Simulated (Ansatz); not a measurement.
Basis sets compared for (4-methoxyphenyl)phenyliodonium, `COc1ccc([I+]c2ccccc2)cc1`. Charge 1, multiplicity 1. Geometry PBE-D4/def2-SVP. Ansatz on 6 threads of Intel Xeon Platinum 8488C on a shared host; times are rough, and most runs start from earlier orbitals.

```xyz
27

C    -5.089   -0.084    0.224
O    -4.115   -0.863   -0.471
C    -2.906   -0.348   -0.719
C    -2.492    0.953   -0.338
C    -1.201    1.397   -0.648
C    -0.342    0.532   -1.341
I     1.605    1.216   -1.828
C     2.759    0.437   -0.188
C     3.396   -0.798   -0.365
C     4.147   -1.296    0.712
C     4.243   -0.568    1.908
C     3.590    0.667    2.047
C     2.832    1.194    0.988
C    -0.723   -0.763   -1.738
C    -2.007   -1.196   -1.420
H    -5.348    0.835   -0.344
H    -4.734    0.191    1.240
H    -5.985   -0.724    0.311
H    -3.169    1.629    0.200
H    -0.889    2.409   -0.351
H     3.323   -1.363   -1.305
H     4.663   -2.262    0.604
H     4.838   -0.968    2.743
H     3.670    1.237    2.985
H     2.326    2.164    1.091
H    -0.041   -1.428   -2.287
H    -2.353   -2.199   -1.709
```

In the def2 sets I takes a core potential; there is no spin–orbit coupling.

| level | functions | energy (Eh) | HOMO (eV) | LUMO (eV) | wall time |
| --- | --- | --- | --- | --- | --- |
| PBE-D4/def2-SVP | 282 | -874.1077 | -9.13 | -6.43 | 2.7 s |
| PBE0-D4/def2-SVP | 282 | -874.1699 | -10.20 | -5.66 | 5.5 s |

Task: Estimate the rows for PBE-D4/def2-TZVP (with forces), PBE0-D4/def2-TZVP (with forces).

Result: 
```tsv
level	functions	energy (Eh)	HOMO (eV)	LUMO (eV)	wall time
PBE-D4/def2-TZVP (with forces)	556	-874.7381	-9.18	-6.44	8.5 s
PBE0-D4/def2-TZVP (with forces)	556	-874.7949	-10.21	-5.64	27 s
```
